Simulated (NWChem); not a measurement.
# HfCl3, doublet; SMILES [Cl][Hf]([Cl])[Cl]

In the optimisation the excess spin sits in a (C3, its own frame). The spin multiplicity was typed, not searched, and may not be the lowest. def2 effective core potentials on Hf; no spin-orbit coupling.

Give the equilibrium geometry at PBE0/def2-SVP with def2 effective core potentials on Hf, spin-unrestricted (NWChem) as an XYZ file, with the point group.

point group D3h; any orientation.
```
4

Hf     0.0000     0.0000    -0.0313
Cl     0.6070     2.2553    -0.0312
Cl     1.6496    -1.6533    -0.0312
Cl    -2.2566    -0.6020    -0.0312
```
